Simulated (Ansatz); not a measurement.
Geometry optimisation of H₂Au₃⁺.

```yaml
crystal:
  periodic: [false, false, false]
  atoms:
    - {symbol: Au, position_ang: [-1.172640, -0.179810, -0.062350]}
    - {symbol: Au, position_ang: [1.183660, -0.020160, 0.056130]}
    - {symbol: Au, position_ang: [0.152960, -2.245720, -0.050420]}
    - {symbol: H, position_ang: [1.834250, 1.351130, 0.122210]}
    - {symbol: H, position_ang: [-1.998220, 1.094550, -0.065570]}
basis:
  gaussian: {orbitals: def2-TZVP}
total_charge: 1
hamiltonian: {xc: pbe, dispersion: d4}
scf: {lower_state_search: "off"}
output: {orbitals: {seedname: orbitals}}
relax: {f_tol: 0.02, max_steps: 100}
```

```sh
$ ansatz run in.yaml --threads 2 --pin off --events-out ev --progress --plain --max-ram 4352MiB
```

Output, abridged:

```
Functional definition: PBE
mean field -11107.32285432 eV, -408.1865860825 hartree, gradient 1.4e-6 eV, S^2 0.000000; 0 other end points of the search recorded, 0 dependent functions left out
relax step   1: F+E_penalty+E_count = -11107.48895058 eV  Δ(F+E_penalty+E_count) = +0.000e0 eV  max|allowed force component| = 3.788e0 eV/Å  Δτ_max = 0.0000 Å  (34 SCF iters, accepted)
mean field -11108.16549617 eV, -408.2175525994 hartree, gradient 7.1e-6 eV, S^2 0.000000; 0 other end points of the search recorded, 0 dependent functions left out
relax step   2: F+E_penalty+E_count = -11108.32758900 eV  Δ(F+E_penalty+E_count) = -8.386e-1 eV  max|allowed force component| = 4.293e-1 eV/Å  Δτ_max = 0.1948 Å  (50 SCF iters, accepted)
mean field -11108.21860687 eV, -408.2195043816 hartree, gradient 1.6e-6 eV, S^2 0.000000; 0 other end points of the search recorded, 0 dependent functions left out
relax step   3: F+E_penalty+E_count = -11108.38068489 eV  Δ(F+E_penalty+E_count) = -5.310e-2 eV  max|allowed force component| = 5.628e-1 eV/Å  Δτ_max = 0.1424 Å  (38 SCF iters, accepted)
mean field -11108.27957952 eV, -408.2217450851 hartree, gradient 1.2e-6 eV, S^2 0.000000; 0 other end points of the search recorded, 0 dependent functions left out
relax step   4: F+E_penalty+E_count = -11108.44287031 eV  Δ(F+E_penalty+E_count) = -6.219e-2 eV  max|allowed force component| = 2.060e-1 eV/Å  Δτ_max = 0.1679 Å  (33 SCF iters, accepted)
mean field -11108.29814489 eV, -408.2224273500 hartree, gradient 5.1e-6 eV, S^2 0.000000; 0 other end points of the search recorded, 0 dependent functions left out
relax step   5: F+E_penalty+E_count = -11108.46277435 eV  Δ(F+E_penalty+E_count) = -1.990e-2 eV  max|allowed force component| = 1.623e-1 eV/Å  Δτ_max = 0.1360 Å  (27 SCF iters, accepted)
mean field -11108.29997097 eV, -408.2224944571 hartree, gradient 1.7e-6 eV, S^2 0.000000; 0 other end points of the search recorded, 0 dependent functions left out
relax step   6: F+E_penalty+E_count = -11108.46493129 eV  Δ(F+E_penalty+E_count) = -2.157e-3 eV  max|allowed force component| = 3.194e-2 eV/Å  Δτ_max = 0.0374 Å  (25 SCF iters, accepted)
mean field -11108.30014218 eV, -408.2225007490 hartree, gradient 1.5e-6 eV, S^2 0.000000; 0 other end points of the search recorded, 0 dependent functions left out
relax step   7: F+E_penalty+E_count = -11108.46515836 eV  Δ(F+E_penalty+E_count) = -2.271e-4 eV  max|allowed force component| = 1.427e-2 eV/Å  Δτ_max = 0.0120 Å  (24 SCF iters, accepted)
Total energy: -11108.46521116 eV, -408.2285669219 hartree
Atom 0 at    -1.296040    -0.295896    -0.069539 Å, force    -0.014275     0.008745    -0.000405 eV/Å
Atom 1 at     1.215888     0.013817     0.058352 Å, force     0.007277    -0.001640     0.000300 eV/Å
Atom 2 at     0.092551    -2.524957    -0.061181 Å, force     0.001282    -0.002182    -0.000013 eV/Å
Atom 3 at     1.561647     1.563556     0.115093 Å, force     0.001801     0.004640     0.000216 eV/Å
Atom 4 at    -1.574037     1.243470    -0.042725 Å, force     0.003915    -0.009564    -0.000097 eV/Å
Dipole moment:    -0.097352     0.237768     0.001536 e Å
Checks for a lower state left out: stability, starts, cluster_reference, orbital_swaps, neighbouring_geometries, increment
```

Hardware: 2 threads of Intel Xeon Platinum 8375C on a shared host. Wall time 16 s.

In the def2 sets Au takes a core potential; there is no spin–orbit coupling. The restricted singlet is unstable towards broken spin symmetry in Hartree–Fock (as tested in another run); at PBE-D4/def2-TZVP this wasn't settled. Another isomer (singlet) lies 2.56 eV lower at PBE0-D4/def2-TZVP; other spin states weren't run for this one.
